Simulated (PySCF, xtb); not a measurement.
Si(H)2(F)(OEt) (C₂H₇FOSi), SMILES CCO[SiH2]F.

GFN2-xTB in xtb 6.7.1 at its own geometry gives an orbital gap of 6.72 eV and a dipole moment of 2.06 D.

Coordinates come from a B3LYP-D3(BJ)/def2-SVP optimisation. Other conformers were not sampled.

What does PBE/def2-TZVP run with PySCF give? (The exact figures need the calculation; the answer reports its results.)

gap 6.86 eV (levels -7.04 and -0.18 eV), dipole 1.66 D.
